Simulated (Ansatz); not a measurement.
`[SiH3]O[SiH]([SiH3])Cl` + H–F → `F[SiH](Cl)O[SiH3]` + SiH₄ at 500 K and 1 bar (cleavage of the Si–Si bond).

Calculated with Ansatz (gas phase, PBE0-D4/def2-TZVP geometries, no zero-point term in ΔE). CCSD(T)/CBS is the MP2 limit (def2-TZVPP, def2-QZVPP) plus CCSD(T) − MP2 in def2-TZVPP, frozen cores. This one scheme is used for every species. One conformer a species, not always the lowest.

```tsv
species	CCSD(T)/CBS energy (Eh)	H − E (kJ/mol)	S (J/(mol·K))
`[SiH3]O[SiH]([SiH3])Cl`	-1406.52878	233.2	506.9
H–F	-100.39570	39.4	188.7
`F[SiH](Cl)O[SiH3]`	-1215.52253	163.5	448.3
SiH₄	-291.46306	102.4	230.9
```

H − E and S are ideal-gas, rigid-rotor, harmonic terms from PBE0-D4/def2-TZVP, for one conformer and one mirror image of each species. 1 Eh = 2625.50 kJ/mol, R = 8.31446 J/(mol·K).

Task: By hand: ΔE, ΔH, ΔS and ΔG.

Result: ΔE = (-1215.52253) + (-291.46306) − (-1406.52878) − (-100.39570) = -0.06111 Eh = -160.4 kJ/mol. Δ(H − E) = 163.5 + 102.4 − 233.2 − 39.4 = -6.7, so ΔH = -167.1 kJ/mol. ΔS = 448.3 + 230.9 − 506.9 − 188.7 = -16.4 J/(mol·K). ΔG = -167.1 − 500 × (-16.4)/1000 = -158.9 kJ/mol.

Task: By hand: the equilibrium constant, and the temperature at which ΔG would vanish if ΔH and ΔS stayed fixed.

Result: log₁₀ K = −ΔG/(RT ln 10) = 16.6. ΔG = 0 at ΔH/ΔS = 10189 K, far beyond where these terms or the molecules hold.

ΔH outweighs TΔS. A doubt of 5 kJ/mol in ΔE shifts log₁₀ K by 0.5 here. Other conformers and mirror images would add mixing entropy, several J/(mol·K) or more a flexible species. Modes under 60 cm⁻¹, often nearly free rotors, make the harmonic entropy too high. These are equilibria of isolated gas molecules and say nothing of rates. Largest T1 diagnostic: 0.012 (customary marks: 0.02 for closed shells, 0.045 for open ones).
